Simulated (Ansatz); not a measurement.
```yaml
crystal:
  periodic: [false, false, false]
  atoms:
    - {symbol: Al, position_ang: [-1.049410, 1.844924, -0.079765]}
    - {symbol: C, position_ang: [-0.154423, 0.190859, 0.684501]}
    - {symbol: C, position_ang: [0.402899, -0.713709, -0.387831]}
    - {symbol: Te, position_ang: [1.295823, -2.411926, 0.587710]}
    - {symbol: H, position_ang: [-1.067512, 2.118485, -1.574485]}
    - {symbol: H, position_ang: [-1.667926, 2.976734, 0.919336]}
    - {symbol: H, position_ang: [-0.958729, -0.299539, 1.256057]}
    - {symbol: H, position_ang: [0.620524, 0.546407, 1.400327]}
    - {symbol: H, position_ang: [-0.360717, -1.101397, -1.093736]}
    - {symbol: H, position_ang: [1.130904, -0.224640, -0.933149]}
    - {symbol: H, position_ang: [1.775057, -3.121326, -0.867466]}
basis:
  gaussian: {orbitals: def2-TZVPD}
magnetization: {spin_polarized: true, initial_magnetization: 6}
hamiltonian: {xc: {name: CAM-B3LYP}, dispersion: d3bjatm}
output: {forces: true}
```

```sh
$ ansatz run in.yaml --threads 4 --pin off --events-out ev --progress --plain --max-ram 10444MiB
```

It prints (some lines left out):

```
Functional definition: CAM-B3LYP
1455 factors; their error is unknown
606 factors; integrals over basis functions are off by at most 4.1e-5 eV
mean field evaluation 1: about -16052.9349 eV, gradient 4.2e1 eV
mean field evaluation 2: about -16017.6526 eV, gradient 7.9e1 eV
mean field evaluation 4: about -16062.5710 eV, gradient 9.5e0 eV
mean field evaluation 8: about -16063.2616 eV, gradient 5.7e-1 eV
mean field evaluation 16: about -16063.4513 eV, gradient 6.3e-2 eV
mean field evaluation 32: about -16063.4514 eV, gradient 6.0e-5 eV
mean field -16063.45137389 eV, -590.3209497919 hartree, gradient 4.5e-5 eV, S^2 12.017972; 6 other end points of the search recorded, 0 dependent functions left out
reference -16063.45153594 eV, -590.3209557471 hartree; 31, 25 occupied and 208, 214 virtual orbitals, 1455 factors
Total energy: -16063.67502536 eV, -590.3291688319 hartree
Atom 0 at    -1.049410     1.844924    -0.079765 Å, force     0.152948    -0.577291     0.721070 eV/Å
Atom 1 at    -0.154423     0.190859     0.684501 Å, force     2.554274    -4.924321     1.291722 eV/Å
Atom 2 at     0.402899    -0.713709    -0.387831 Å, force    -3.407154     2.024808    -0.528021 eV/Å
Atom 3 at     1.295823    -2.411926     0.587710 Å, force     0.938163    -1.999705     3.296688 eV/Å
Atom 4 at    -1.067512     2.118485    -1.574485 Å, force    -0.256661     0.834935    -2.276936 eV/Å
Atom 5 at    -1.667926     2.976734     0.919336 Å, force    -1.156764     2.133608     0.830677 eV/Å
Atom 6 at    -0.958729    -0.299539     1.256057 Å, force    -0.363978     0.593881    -0.363082 eV/Å
Atom 7 at     0.620524     0.546407     1.400327 Å, force    -0.443139     0.508819    -0.727882 eV/Å
Atom 8 at    -0.360717    -1.101397    -1.093736 Å, force     0.227673     0.089947     0.425773 eV/Å
Atom 9 at     1.130904    -0.224640    -0.933149 Å, force     1.905155     0.900364    -1.279314 eV/Å
Atom 10 at     1.775057    -3.121326    -0.867466 Å, force    -0.150517     0.414955    -1.390695 eV/Å
Dipole moment:     0.238520    -0.476261     0.017671 e Å
```

**Question.** What is wrong with this run?

**Answer.** The spin is set far too high for this molecule. Self-consistency was reached. The result belongs to that input, not to the molecule as meant.
